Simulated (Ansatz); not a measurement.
Species: CH3BClO (charge 0, doublet). It need not be the lowest isomer of its formula. 
Geometry from a B3LYP-D3(BJ)/def2-TZVP (Ansatz, a quantum-chemistry and plane-wave program) optimisation:
```xyz
7

B      0.5015     0.2234    -0.7932
Cl     1.2296    -0.5291     0.6348
O     -0.7641     0.5583    -0.9445
C     -1.8321     0.3907     0.0071
H     -1.4679    -0.0777     0.9200
H     -2.5963    -0.2298    -0.4567
H     -2.2413     1.3751     0.2252
```
Charge 0, spin multiplicity 2.

Computed values are from Ansatz. Cores are frozen in the correlated levels unless marked. UHF or UKS for open shells. Spin-orbit coupling is left out. No relativistic terms. CBS marks a two-point X^-3 extrapolation of the correlation energy; Hartree-Fock from the larger set. [CCSD(T)-MP2]/basis is that difference in the basis named.

atomisation energy De: 2600.3 kJ/mol at RI-MP2/CBS(cc-pV(T+d)Z,cc-pV(Q+d)Z)+[CCSD(T)-MP2]/cc-pV(T+d)Z
total energy: -599.5965 Eh at RI-MP2/CBS(cc-pV(T+d)Z,cc-pV(Q+d)Z)+[CCSD(T)-MP2]/cc-pV(T+d)Z
dipole moment: 2.45 D at CCSD(T)/aug-cc-pV(D+d)Z
T1 diagnostic: 0.014 at CCSD/cc-pV(T+d)Z
